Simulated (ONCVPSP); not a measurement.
titanium, ONCV: configuration errors across variants

Ti (Z = 22), optimised norm-conserving Vanderbilt (ONCV), made with ONCVPSP 4.0.1 (PW91, non-relativistic). Core [Ne], reference 3s2 3p6 3d3 4s1. Waves: 3s+4s: rc 1.60 bohr, ncon 5, nbas 9, qcut 7.3 1/bohr, 2 projectors; 3p: rc 1.00 bohr, ncon 4, nbas 7, qcut 6.8 1/bohr, 2 projectors, debl 1.6 Ha; 3d: rc 2.20 bohr, ncon 4, nbas 9, qcut 8.3 1/bohr, 2 projectors, debl 3 Ha. Local part: polynomial inside 0.80 bohr (lpopt 1, dvloc0 0 Ha). Core correction: none.

All-electron excitation energies from the reference (eV): (1) 3s2 3p6 3d2 4s2 -0.931; (2) 3s2 3p6 3d2 4s1 6.401; (3) 3s2 3p6 3d3 4s0 6.222.

A true bound ghost makes a file unfit for plane-wave use even where its test errors are small: the radial tests pick states by their node count and pass the ghost by.

Errors AE − PS in meV (a dash: test not solved or not reliable):

```json
{"change": "base", "(1)": "+32", "(2)": "+22", "(3)": "+5.4", "bound ghosts": "none", "GHOST(+) flags above zero": "s"}
{"change": "p: rc 0.88", "(1)": "+32", "(2)": "+22", "(3)": "+5.5", "bound ghosts": "none", "GHOST(+) flags above zero": "s, p"}
{"change": "p: rc 1.18", "(1)": "+31", "(2)": "+22", "(3)": "+5.4", "bound ghosts": "none", "GHOST(+) flags above zero": "s"}
{"change": "p: rc 1.24", "(1)": "+31", "(2)": "+22", "(3)": "+5.4", "bound ghosts": "none", "GHOST(+) flags above zero": "s"}
{"change": "p: rc 1.4", "(1)": "+31", "(2)": "+22", "(3)": "+5.4", "bound ghosts": "none", "GHOST(+) flags above zero": "s"}
```

**Question.** Give the same row for: p: rc 0.72; local potential polynomial inside 0.72 bohr (lpopt 1, dvloc0 0 Ha).

**Answer.** +32, +23, +5.5; bound ghosts: p; GHOST(+) flags above zero: s, p.
